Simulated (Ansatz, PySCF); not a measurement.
This PySCF input computes a PBE/def2-TZVPD energy:

```python
from pyscf import gto, scf, dft

mol = gto.M(
    atom='''
    C     0.02803258   -0.36087349   -1.19250883
    C    -1.18393448   -0.42250107   -0.34181867
    Cl   -1.94988616    1.04172154    0.11918205
    C     1.26030809    0.22910687   -0.50696954
    Cl    1.80783776   -0.79414765    0.87543571
    H     0.26158313   -1.36809943   -1.54394359
    H    -0.16879428    0.25968758   -2.07500207
    H    -1.45163473   -1.28071533    0.25334507
    H     2.09822943    0.29217300   -1.19698603
    H     1.04900194    1.21380418   -0.09813327
    ''',
    basis='def2-tzvpd',
    charge=0,
    spin=1,
    verbose=4,
)

mf = dft.UKS(mol, xc='pbe').density_fit(auxbasis='def2-universal-jkfit')
mf.grids.level = 3
mf.conv_tol = 1e-9
mf.max_cycle = 100
mf.max_memory = 1500
mf.kernel()
if not mf.converged:
    mf = mf.newton()
    mf.kernel(mf.make_rdm1())
for _ in range(2):
    mo, _, stable, _ = mf.stability(return_status=True)
    if stable:
        break
    mf.kernel(mf.make_rdm1(mo, mf.mo_occ))
mf.analyze()
```

### Question
Write an input for the same energy in Ansatz (an electronic-structure program) and say what it gives.

### Answer

Ansatz 0.2 input:
```yaml
crystal:
  periodic: [false, false, false]
  atoms:
    - {symbol: C, position_ang: [0.02803258, -0.36087349, -1.19250883]}
    - {symbol: C, position_ang: [-1.18393448, -0.42250107, -0.34181867]}
    - {symbol: Cl, position_ang: [-1.94988616, 1.04172154, 0.11918205]}
    - {symbol: C, position_ang: [1.26030809, 0.22910687, -0.50696954]}
    - {symbol: Cl, position_ang: [1.80783776, -0.79414765, 0.87543571]}
    - {symbol: H, position_ang: [0.26158313, -1.36809943, -1.54394359]}
    - {symbol: H, position_ang: [-0.16879428, 0.25968758, -2.07500207]}
    - {symbol: H, position_ang: [-1.45163473, -1.28071533, 0.25334507]}
    - {symbol: H, position_ang: [2.09822943, 0.29217300, -1.19698603]}
    - {symbol: H, position_ang: [1.04900194, 1.21380418, -0.09813327]}
basis:
  gaussian:
    orbitals: def2-TZVPD
hamiltonian:
  xc: {name: PBE}
magnetization: {spin_polarized: true, initial_magnetization: 1}
output: {forces: true}
```
It gives -1037.21063 Eh, and PySCF -1037.21074 Eh, a difference of 0.11 mEh, from the treatment of integrals and grids.

It need not be the lowest isomer of its formula.
